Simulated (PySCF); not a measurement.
CH2Cl, SMILES Cl[CH2], multiplicity 2.

Coordinates come from a r2SCAN-D4/def2-TZVP optimisation. The isomer is the one that the SMILES or the coordinates give; other isomers of the formula were not compared.

Two levels are set side by side: PBE/def2-TZVPD (PySCF) and ωB97X/def2-TZVPD (PySCF). Same geometry, gas phase. Differences are taken from unrounded values.

| quantity | ωB97X | PBE | PBE minus ωB97X |
|---|---|---|---|
| α-spin orbital gap (eV) | 10.76 | 4.39 | -6.37 |
| β-spin orbital gap (eV) | 11.64 | 4.49 | -7.15 |
| dipole moment (D) | 1.13 | 0.96 | -0.18 |
| mean polarisability (bohr³) | 28.4 | 29.8 | 1.4 |

PBE's more diffuse valence density responds more strongly to a field. Differences between two approximate levels are no errors against the true value.

Rough cost on one machine, each run with all the roots and properties that it gave: ωB97X against PBE about 1/2.
